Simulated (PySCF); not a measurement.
Species: ClGeH5OSi.
Structure used (PBE0-D3(BJ)/def2-SVP), in Å, numbered top down from 1:
```
atom  x, y, z in Å
Cl1    1.2879    1.9930   -0.5813
Si2    1.5840    0.0209    0.0092
O3     0.1357   -0.6540    0.3698
Ge4   -1.5812   -0.2473    0.0723
H5     2.4550    0.0330    1.2122
H6     2.2381   -0.6817   -1.1264
H7    -1.9168    1.0302    0.8560
H8    -2.3636   -1.4587    0.5943
H9    -1.7799   -0.0506   -1.4396
```

Method used: PBE0-D3(BJ)/def2-SVP geometry optimisation, gas phase in PySCF.

Take the most abundant isotopes and a rigid rotor. The values belong to one conformer with, in the numbering `[Cl:1][SiH2:2][O:3][GeH3:4]`, Cl1–Si2–O3–Ge4 15°.

(1) What are A, B and C (GHz)?

(2) What kind of rotor is it?

(3) Is it planar, by Δ = Ic − Ia − Ib?

(4) Give the other two planar moments, Paa and Pbb, and the rms extents of the mass along the axes.

(5) List the rotational levels J(Ka,Kc) to J = 3 (K).

(6) Which lines would a microwave search look for?

Answers

(1) Ia = 94.50, Ib = 407.98, Ic = 489.35 u·Å²; 505379 MHz·u·Å²/I gives 5348, 1239 and 1033 MHz, that is A = 5.3482, B = 1.2387, C = 1.0328 GHz.

(2) A near-prolate asymmetric top: κ = (2 × 1239 − 5348 − 1033)/(5348 − 1033) = -0.90.

(3) Not planar: Δ = Ic − Ia − Ib = -13.12 u·Å². For a rigid frame Δ = −2 Σ m c², so Σ m c² = 6.56 u·Å² lies off the ab plane: 6.28 from hydrogen and 0.28 from heavier atoms. The atom farthest from that plane is 1.38 Å away.

(4) Paa = Σ m a² = (Ib + Ic − Ia)/2 = 401.42 and Pbb = Σ m b² = (Ia + Ic − Ib)/2 = 87.93 u·Å². With the mass M = 157.90 u, the rms extents √(P/M) along a, b and c are 1.59, 0.75, 0.20 Å.

(5) Above 0(0,0), as E/k:
J = 1: 1(0,1) 0.109, 1(1,1) 0.306, 1(1,0) 0.316
J = 2: 2(0,2) 0.327, 2(1,2) 0.514, 2(1,1) 0.544, 2(2,1) 1.136, 2(2,0) 1.136
J = 3: 3(0,3) 0.652, 3(1,3) 0.826, 3(1,2) 0.886, 3(2,2) 1.463, 3(2,1) 1.465, 3(3,1) 2.474, 3(3,0) 2.474

(6) The dipole components are |μa| = 1.29 D, |μb| = 0.15 D, |μc| = 0.18 D. The squared components, which scale the intensities, stand as 1.00 : 0.01 : 0.02 (a : b : c). Some lines, for components of 0.1 D or more:

```
type  branch         J(Ka,Kc)    MHz  lower level (cm⁻¹)
   a       Q  2(1,1) ← 2(1,2)    618               0.358
   c       Q  4(1,4) ← 4(0,4)   3276               0.754
   c       Q  3(1,3) ← 3(0,3)   3628               0.453
   a       R  2(1,2) ← 1(1,1)   4337               0.213
   b       Q  2(1,1) ← 2(0,2)   4529               0.227
   b       Q  4(1,3) ← 4(0,4)   5335               0.754
   b       R  1(1,1) ← 0(0,0)   6381               0.000
   a       R  4(0,4) ← 3(0,3)   9011               0.453
   a       R  4(2,3) ← 3(2,2)   9080               1.017
   a       R  4(3,1) ← 3(3,0)   9102               1.719
   a       R  4(2,2) ← 3(2,1)   9155               1.018
   c       Q  4(2,3) ← 4(1,3)  11622               0.932
   b       Q  4(2,2) ← 4(1,3)  11735               0.932
   b       R  4(1,4) ← 3(0,3)  12287               0.453
   b       Q  3(2,2) ← 3(1,3)  13260               0.574
   b       Q  4(2,3) ← 4(1,4)  13681               0.863
   b       R  2(2,0) ← 1(1,1)  17291               0.213
   c       R  3(2,2) ← 2(1,2)  19761               0.358
   c       Q  4(3,2) ← 4(2,2)  20975               1.323
   b       Q  4(3,1) ← 4(2,2)  20976               1.323
   b       R  4(2,3) ← 3(1,2)  21104               0.616
   c       R  4(2,2) ← 3(1,2)  21217               0.616
   b       R  4(2,2) ← 3(1,3)  22453               0.574
   b       Q  4(4,1) ← 4(3,2)  29474               2.023
   c       R  4(3,1) ← 3(2,1)  30131               1.018
   b       R  4(4,1) ← 3(3,0)  38574               1.719
   c       R  4(4,1) ← 3(3,1)  38574               1.719
   b       R  4(4,0) ← 3(3,1)  38574               1.719
```

Stationary, but not proved a minimum. No vibrational averaging or centrifugal distortion is included, and the geometry carries the error of its method. A rigid rotor knows nothing of internal rotation, which can split or shift real lines. Quadrupole hyperfine structure (35Cl) is left out.
